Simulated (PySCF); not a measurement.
CH7ClFNSi2, SMILES CN[SiH2][Si@@H](F)Cl. Atoms are numbered in the order given.

```xyz
13

C     -3.2398    -1.0913    -0.5772
N     -1.7860    -1.0672    -0.5657
Si    -0.8119     0.2670    -1.0920
Si     1.2679     0.0080    -0.0416
F      2.3034     1.1538    -0.5621
Cl     1.0146     0.2593     2.0034
H     -3.6324    -1.7172     0.2422
H     -3.6747    -1.4649    -1.5253
H     -3.6287    -0.0729    -0.4186
H     -1.3677    -1.9928    -0.5674
H     -1.4522     1.5265    -0.6167
H     -0.5990     0.4043    -2.5726
H      1.9335    -1.3075    -0.2450
```
Charge 0, spin multiplicity 1.

Geometry optimised at B3LYP-D3(BJ)/def2-SVP. The structure was generated by enumeration; whether it is a known compound was not checked. The values are those of a single conformer.

These are PBE/pcSseg-1 (PySCF) values and carry that method's errors.

GIAO shieldings, no solvent; atoms listed in one row are averaged. δ = σ(ref) − σ: ¹³C against TMS (σ = 182.0 ppm); ¹⁵N against NH3 (σ = 267.0 ppm); ²⁹Si against TMS (σ = 335.4 ppm); ¹⁹F against CFCl3 (σ = 133.6 ppm); ³⁵Cl against HCl (σ = 936.5 ppm); ¹H against TMS (σ = 31.49 ppm), references at their B3LYP-D3(BJ)/def2-TZVP geometries, non-relativistic (without spin–orbit terms, shifts of atoms bonded to Cl or Br come out too high).

### Question
Estimate the chemical shifts. (Estimate from the structure and the level; the computed values follow.)

### Answer

| nucleus | atoms | count | δ (ppm) |
|---|---|---|---|
| ¹³C | C1 | 1 | 38.9 |
| ¹⁵N | N2 | 1 | 11.3 |
| ²⁹Si | Si4 | 1 | 28.2 |
| ²⁹Si | Si3 | 1 | -49.2 |
| ¹⁹F | F5 | 1 | -191.9 |
| ³⁵Cl | Cl6 | 1 | 91.4 |
| ¹H | H13 | 1 | 6.46 |
| ¹H | H12 | 1 | 5.45 |
| ¹H | H11 | 1 | 5.06 |
| ¹H | H7, H8, H9 | 3 | 3.06 |
| ¹H | H10 | 1 | -0.68 |
